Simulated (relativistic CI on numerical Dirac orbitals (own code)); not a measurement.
# Cr3+ (3d3) in a crystal field

Calculated by Dirac-Coulomb-Breit CI, orbitals from a KLI potential per configuration, a model potential for QED, valence Slater integrals scaled by 0.7, one configuration in a parametric crystal field (own radial code).

Field parameters in Wybourne normalisation: Td as Oh with Dq negative (B⁴₀ = 21Dq, B⁴₄ = √(5/14) B⁴₀). The field is a parameter set, without covalency.

S is read from ⟨S²⟩ = S(S + 1).

Powder χT (cm³ K mol⁻¹) by Van Vleck's formula, with temperature-independent terms:

| Field | 2 K | 5 K | 10 K | 20 K | 50 K | 100 K | 200 K | 300 K |
| --- | --- | --- | --- | --- | --- | --- | --- | --- |
| Td, 10Dq = -1800 cm⁻¹ | 0.175 | 0.188 | 0.211 | 0.257 | 0.39 | 0.598 | 0.985 | 1.3 |
| Td, 10Dq = -3300 cm⁻¹ | 0.216 | 0.236 | 0.269 | 0.331 | 0.478 | 0.687 | 1.07 | 1.37 |
| Td, 10Dq = -4750 cm⁻¹ | 0.242 | 0.267 | 0.307 | 0.376 | 0.523 | 0.731 | 1.11 | 1.4 |
| Td, 10Dq = -6250 cm⁻¹ | 0.263 | 0.29 | 0.335 | 0.407 | 0.554 | 0.761 | 1.14 | 1.42 |
| Td, 10Dq = -7700 cm⁻¹ | 0.28 | 0.309 | 0.355 | 0.429 | 0.576 | 0.782 | 1.16 | 1.44 |
| Td, 10Dq = -9150 cm⁻¹ | 0.296 | 0.324 | 0.37 | 0.444 | 0.592 | 0.798 | 1.17 | 1.45 |
| Td, 10Dq = -10650 cm⁻¹ | 0.312 | 0.338 | 0.381 | 0.455 | 0.604 | 0.809 | 1.18 | 1.45 |
| Td, 10Dq = -12100 cm⁻¹ | 0.333 | 0.355 | 0.391 | 0.459 | 0.609 | 0.81 | 1.17 | 1.44 |

For Td, 10Dq = -10650 cm⁻¹: what effective moment follows at 300 K?

μ_eff = √(8χT) = 3.41 μB. The ground level has S = 1.50; the spin-only moment for S = 3/2 is 3.88 μB. The difference comes from the orbital moment, spin-orbit mixing of terms and temperature-independent paramagnetism, all larger in this ionic model than in covalent complexes.
